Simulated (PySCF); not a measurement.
B(H)(OEt)(NH2) (C₂H₈BNO), SMILES CCOBN.

Coordinates come from a B3LYP-D3(BJ)/def2-SVP optimisation. This is a generated structure with no PubChem entry under its InChIKey; it may be hypothetical. Other conformers were not sampled.

All values below come from B3LYP-D3(BJ)/def2-SVP (PySCF).

Harmonic, unscaled wavenumbers; measured fundamentals usually lie a few per cent lower.

```csv
mode,ν (cm⁻¹),IR (km/mol),Raman (Å⁴/amu),depolarisation,moving atoms (share of kinetic energy)
1,51,0.4,1.0,0.69,"H 33 %, O 28 %, C 24 %, B 10 %"
2,117,4.4,2.5,0.75,"H 37 %, N 22 %, B 20 %, C 11 %, O 9 %"
3,219,3.2,0.2,0.19,"H 73 %, O 14 %"
4,310,4.3,0.2,0.60,"H 59 %, O 15 %, C 12 %, B 10 %"
5,401,5.0,1.4,0.19,"C 30 %, H 27 %, O 24 %, N 13 %"
6,417,171.5,0.7,0.75,"H 83 %, N 17 %"
7,481,1.7,1.3,0.34,"H 35 %, C 22 %, O 21 %, N 13 %, B 9 %"
8,598,21.9,1.0,0.75,"H 79 %, B 13 %"
9,801,0.8,3.2,0.32,"H 72 %, C 13 %, N 8 %"
10,816,1.2,1.7,0.31,"H 74 %, C 11 %"
11,928,22.1,1.2,0.73,"H 67 %, B 30 %"
12,935,6.1,4.4,0.57,"H 51 %, C 28 %, O 12 %"
13,1054,28.0,3.6,0.74,"H 50 %, C 27 %, O 12 %, B 10 %"
14,1106,6.0,4.4,0.29,"H 53 %, C 42 %"
15,1140,37.2,7.3,0.41,"H 51 %, C 15 %, B 14 %, N 12 %"
16,1167,29.6,1.8,0.41,"H 48 %, C 35 %, O 11 %"
17,1243,63.9,6.0,0.16,"H 32 %, O 22 %, C 21 %, B 19 %"
18,1324,4.6,9.3,0.69,H 83 %
19,1376,90.5,0.5,0.73,"H 75 %, C 18 %"
20,1404,184.5,3.4,0.72,"H 65 %, C 23 %, B 9 %"
21,1452,160.5,5.8,0.69,"H 54 %, B 30 %, O 9 %"
22,1457,4.9,17.3,0.74,H 96 %
23,1472,5.9,24.6,0.74,H 94 %
24,1500,17.5,4.6,0.75,H 86 %
25,1592,302.3,4.7,0.75,"H 61 %, N 21 %, B 16 %"
26,2558,151.1,62.5,0.21,"H 91 %, B 9 %"
27,3013,54.3,101.4,0.10,H 95 %
28,3030,14.3,149.2,0.01,H 97 %
29,3064,29.0,119.4,0.66,"H 90 %, C 10 %"
30,3116,32.9,70.4,0.68,"H 91 %, C 9 %"
31,3121,26.2,52.0,0.75,"H 90 %, C 10 %"
32,3602,37.0,127.7,0.13,H 96 %
33,3715,33.2,75.2,0.70,"H 91 %, N 9 %"
```
